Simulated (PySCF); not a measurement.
C7H13F.
Atom-mapped SMILES: `[CH3:1][C:2]([CH3:3])([CH3:4])[C@@H:5]1[CH2:6][C@H:7]1[F:8]` (hydrogens: H9, H10, H11 on C1; H12, H13, H14 on C3; H15, H16, H17 on C4; H18 on C5; H19, H20 on C6; H21 on C7)

Method used: PBE0-D3(BJ)/def2-SVP geometry optimisation, gas phase in PySCF 2.14.0.

**Question.** Give the optimised bond lengths and angles.

**Answer.** 
```csv
bond,length (bohr),order
"C1–C2, C2–C3, C2–C4",2.892,single
C2–C5,2.882,single
C5–C6,2.857,single
C6–C7,2.815,single
C7–F8,2.568,single
C5–C7,2.806,single
C1–H9 and 8 like bonds,2.081,single
C5–H18,2.073,single
C6–H19,2.066,single
C6–H20,2.065,single
C7–H21,2.069,single
```

Bonds in one row agree within 0.02 bohr and their mean is given. Orders are formal, as drawn. A selection of angles:
```csv
angle,degrees
C1–C2–C3,109.2
C1–C2–C5,112.5
C3–C2–C5,108.0
C2–C5–C6,124.8
C2–C5–C7,124.8
C6–C5–C7,59.6
C5–C6–C7,59.3
C6–C7–F8,118.4
C5–C7–C6,61.1
C5–C7–F8,118.0
```

Dihedral angles: C1–C2–C5–C6 39° (synclinal); C2–C5–C6–C7 -113° (anticlinal); C5–C6–C7–F8 -108° (anticlinal); C2–C5–C7–C6 113° (anticlinal).

The 7 C–C bonds span 1.485 Å (C5–C7, drawn single) to 1.531 Å (C2–C3, drawn single), a spread of 0.046 Å. The 3-membered ring C5–C6–C7 has internal angles of 59.3° to 61.1°. Of the pairs four or more bonds apart, H10···H19 is among the closest relative to their van der Waals radii: 2.24 Å, 93 % of the sum of Bondi's values.

Point group: C1 (no symmetry element, even within 0.4 Å). PBE0-D3(BJ)/def2-SVP frequencies: not computed here.
